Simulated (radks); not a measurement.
Question: The mean radii <r> (bohr) of the occupied orbitals of an atom or ion are listed with their occupations. Method: scalar-relativistic Kohn-Sham, exchange-only LDA, spin-unpolarised, spherical densities, finite nucleus; Fermi nuclear charge, rms radius of each element as measured or else 0.836 A^(1/3) + 0.57 fm; computed with a radial shooting solver on a logarithmic mesh with Libxc functionals.

| orbital | occ. | <r> |
|---|---|---|
| 1s | 2 | 0.04556 |
| 2s | 2 | 0.2031 |
| 2p | 6 | 0.1773 |
| 3s | 2 | 0.5986 |
| 3p | 6 | 0.6159 |
| 3d | 10 | 0.6621 |

Name the element and its charge.

Answer: Z = 33, arsenic, charge +5: As5+ in [Ar] 3d10. The 1s radius gives Z: for a bare nucleus <r> = (2 gamma + 1)/(2Z) with gamma = sqrt(1 - (Z/c)^2), 0.04456 bohr for Z = 33, and screening makes it slightly larger (0.04556 here). The occupations add up to 28, and the charge is Z minus that.
